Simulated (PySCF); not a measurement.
## Computed properties of C2H6FNbS, SMILES [F][Nb]([CH3])(=[S])[CH3], multiplicity 1

Nb(S)(F)(Me)2 (C2H6FNbS), SMILES [CH3][Nb]([CH3])([F])=[S], multiplicity 1. Geometry optimised at B3LYP-D3(BJ)/def2-SVP. The multiplicity is an assumed one; other spin states were not compared. The def2 effective core potentials stand for the cores of Nb; spin–orbit coupling is left out. Other conformers were not sampled. All values are computed for the isolated molecule unless a solvent is named; none is compared with measurement here.

**Structure.** All 27 harmonic modes at B3LYP-D3(BJ)/def2-SVP (PySCF) are real, so it is a minimum. With heavy atoms numbered as in [Nb:1](=[S:2])([F:3])([CH3:4])[CH3:8], the shortest bond between them is Nb1–F3 at 1.873 Å and the longest Nb1–S2 at 2.149 Å.

**Vibrations.** The strongest infrared lines (harmonic, unscaled, degenerate partners summed) lie at 709 cm⁻¹ (141 km/mol, F 69 %, Nb 22 %), 549 cm⁻¹ (69 km/mol, H 44 %, C 42 %, Nb 13 %), 614 cm⁻¹ (53 km/mol, H 41 %, S 24 %, Nb 14 %, C 11 %, F 9 %). The softest mode is at 88 cm⁻¹ and the zero-point energy is 45.4 kcal/mol.

**Electronic structure.** CAM-B3LYP/def2-TZVP (PySCF) places the frontier levels at -9.03 and -1.42 eV, a gap of 7.61 eV, and gives a dipole moment of 2.98 D and a mean polarisability of 86.8 bohr³. PBE/def2-TZVP (PySCF) at the same geometry gives -6.64 and -3.35 eV, so its gap is 4.32 eV narrower. An orbital gap is neither the optical nor the fundamental gap.

**Excitations.** TDDFT-B3LYP/def2-SVPD (PySCF) has S1 at 3.51 eV (353 nm, f = 0.000, dark); the most intense of the 10 singlets computed lies at 4.29 eV (f = 0.01). T1 (TDA) is at 3.05 eV. TDDFT-PBE/def2-SVPD (PySCF) puts S1 at 3.41 eV. No vertical singlet excitation falls in the visible range (under 3.1 eV).
